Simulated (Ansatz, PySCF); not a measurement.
Bond stretch in BH, singlet.

Levels of theory: UHF/cc-pVDZ (Ansatz, a quantum-chemistry and plane-wave program); RHF/cc-pVDZ (Ansatz); UKS-B3LYP = unrestricted B3LYP/cc-pVDZ (Ansatz); RKS-B3LYP = restricted B3LYP/cc-pVDZ in Ansatz; UKS-PBE0 = unrestricted PBE0/cc-pVDZ run with Ansatz; RKS-PBE0 = restricted PBE0/cc-pVDZ (Ansatz); UKS-PBE = Ansatz with unrestricted PBE/cc-pVDZ; RKS-PBE = restricted PBE/cc-pVDZ (Ansatz); UKS-B3LYP/6-31G* = PySCF with unrestricted B3LYP/6-31G*, spherical d; RKS-B3LYP/6-31G* = restricted B3LYP/6-31G*, spherical d (PySCF 2.14.0); UKS-B3LYP/3-21G = unrestricted B3LYP/3-21G (PySCF); RKS-B3LYP/3-21G = restricted B3LYP/3-21G (PySCF).

Scanned distances (Å): 0.98, 1.05, 1.11, 1.18, 1.22, 1.24, 1.26, 1.31, 1.39, 1.43, 1.56, 1.65, 1.87, 2.08, 2.20, 2.51, 2.72, 3.03, 3.37, 3.73, 4.38, 4.98.

### Question
Where does the unrestricted solution first break spin symmetry (<S²> of 0.01 or more)?

### Answer
UHF: already at 0.98 Å; UKS-B3LYP: already at 0.98 Å; UKS-PBE0: already at 0.98 Å; UKS-PBE: already at 0.98 Å; UKS-B3LYP/6-31G*: already at 0.98 Å; UKS-B3LYP/3-21G: already at 0.98 Å.

| R / Å | <S²> UHF | E(RHF) − E(UHF) / mEh | <S²> UKS-B3LYP | E(RKS-B3LYP) − E(UKS-B3LYP) / mEh | <S²> UKS-PBE0 | E(RKS-PBE0) − E(UKS-PBE0) / mEh | <S²> UKS-PBE | E(RKS-PBE) − E(UKS-PBE) / mEh | <S²> UKS-B3LYP/6-31G* | E(RKS-B3LYP/6-31G*) − E(UKS-B3LYP/6-31G*) / mEh | <S²> UKS-B3LYP/3-21G | E(RKS-B3LYP/3-21G) − E(UKS-B3LYP/3-21G) / mEh |
|---|---|---|---|---|---|---|---|---|---|---|---|---|
| 0.98 | 0.53 | 8.5 | 0.21 | 0.9 | 0.35 | 2.6 | 0.33 | 2.1 | 0.24 | 1.1 | 0.23 | 1.1 |
| 1.05 | 0.51 | 7.9 | 0.18 | 0.6 | 0.32 | 2.1 | 0.29 | 1.6 | 0.20 | 0.8 | 0.20 | 0.7 |
| 1.11 | 0.50 | 7.3 | 0.14 | 0.4 | 0.29 | 1.7 | 0.26 | 1.2 | 0.17 | 0.6 | 0.16 | 0.5 |
| 1.18 | 0.48 | 6.7 | 0.10 | 0.2 | 0.25 | 1.2 | 0.21 | 0.8 | 0.13 | 0.3 | 0.12 | 0.3 |
| 1.22 | 0.47 | 6.3 | 0.08 | 0.1 | 0.23 | 1.0 | 0.19 | 0.6 | 0.11 | 0.2 | 0.09 | 0.2 |
| 1.24 | 0.46 | 6.2 | 0.07 | 0.1 | 0.22 | 0.9 | 0.17 | 0.5 | 0.10 | 0.2 | 0.08 | 0.1 |
| 1.26 | 0.46 | 6.0 | 0.06 | 0.1 | 0.21 | 0.8 | 0.16 | 0.4 | 0.09 | 0.1 | 0.07 | 0.1 |
| 1.31 | 0.45 | 5.6 | 0.03 | 0.0 | 0.18 | 0.6 | 0.13 | 0.3 | 0.06 | 0.1 | 0.03 | 0.0 |
| 1.39 | 0.42 | 4.9 | 0.00 | 0.0 | 0.13 | 0.3 | 0.07 | 0.1 | 0.01 | 0.0 | 0.00 | 0.0 |
| 1.43 | 0.41 | 4.6 | 0.00 | 0.0 | 0.11 | 0.2 | 0.04 | 0.0 | 0.00 | 0.0 | 0.00 | 0.0 |
| 1.56 | 0.37 | 3.7 | 0.00 | 0.0 | 0.03 | 0.0 | 0.00 | 0.0 | 0.00 | 0.0 | 0.00 | 0.0 |
| 1.65 | 0.35 | 3.2 | 0.00 | 0.0 | 0.00 | 0.0 | 0.00 | 0.0 | 0.00 | 0.0 | 0.00 | 0.0 |
| 1.87 | 0.35 | 2.3 | 0.00 | 0.0 | 0.00 | 0.0 | 0.00 | 0.0 | 0.00 | 0.0 | 0.00 | 0.0 |
| 2.08 | 0.56 | 11.2 | 0.00 | 0.0 | 0.00 | 0.0 | 0.00 | 0.0 | 0.00 | 0.0 | 0.00 | 0.0 |
| 2.20 | 0.66 | 19.9 | 0.01 | 0.0 | 0.05 | 0.0 | 0.00 | 0.0 | 0.02 | 0.0 | 0.02 | 0.0 |
| 2.51 | 0.85 | 45.4 | 0.46 | 5.5 | 0.55 | 7.4 | 0.24 | 0.7 | 0.47 | 5.9 | 0.48 | 6.2 |
| 2.72 | 0.91 | 62.6 | 0.64 | 12.3 | 0.72 | 15.8 | 0.53 | 4.8 | 0.65 | 13.1 | 0.67 | 13.9 |
| 3.03 | 0.97 | 86.1 | 0.81 | 23.3 | 0.87 | 29.1 | 0.76 | 13.1 | 0.81 | 24.6 | 0.83 | 26.3 |
| 3.37 | 0.99 | 108.3 | 0.91 | 34.3 | 0.95 | 42.5 | 0.90 | 22.3 | 0.91 | 36.3 | 0.93 | 38.9 |
| 3.73 | 1.00 | 127.9 | 0.96 | 44.1 | 0.99 | 54.3 | 0.97 | 30.5 | 0.96 | 46.9 | 0.97 | 50.1 |
| 4.38 | 1.01 | 154.6 | 1.00 | 56.7 | 1.00 | 69.0 | 1.00 | 40.9 | 1.00 | 60.4 | 1.00 | 64.0 |
| 4.98 | 1.01 | 171.1 | 1.00 | 63.7 | 1.00 | 76.9 | 1.00 | 46.0 | 1.00 | 67.2 | 1.00 | 70.9 |
